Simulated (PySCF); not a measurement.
C4H10OSi, SMILES C/C=C/OC[SiH3].

Geometry: PBE0-D3(BJ)/def2-SVP. The structure was generated by enumeration; whether it is a known compound was not checked. The values are those of a single conformer.

Method: TDA-LC-ωPBE/def2-SVPD in PySCF 2.14.0.

Vertical excitations. The molecule is in vacuum.

Task: Give excitation energies, oscillator strengths and character. (An estimate is asked for; the answer gives what the named calculation found.)

Result: 
```
state  energy (eV)  λ (nm)      f                                                            main pairs
-----  -----------  ------  -----  --------------------------------------------------------------------
S1            6.84     181  0.027   HOMO→LUMO 37 %, HOMO→LUMO+1 25 %, HOMO→LUMO+5 15 %, HOMO→LUMO+7 9 %
S2            7.02     177  0.635                                                      HOMO→LUMO+3 87 %
S3            7.31     170  0.000                                    HOMO→LUMO+4 56 %, HOMO→LUMO+2 23 %
S4            7.50     165  0.002                  HOMO→LUMO+2 46 %, HOMO→LUMO+4 17 %, HOMO→LUMO+5 10 %
S5            7.92     157  0.001                                      HOMO→LUMO+5 42 %, HOMO→LUMO 36 %
S6            8.56     145  0.005                  HOMO→LUMO+1 49 %, HOMO→LUMO+7 14 %, HOMO→LUMO+4 11 %
T1            3.90     318      0                                                      HOMO→LUMO+3 81 %
T2            6.67     186      0  HOMO→LUMO 31 %, HOMO→LUMO+1 22 %, HOMO→LUMO+5 20 %, HOMO→LUMO+7 10 %
```
Triplets are in the Tamm–Dancoff approximation.
Roots above 8.3 eV, the ΔSCF ionisation energy, lie in the ionisation continuum and depend on the basis.
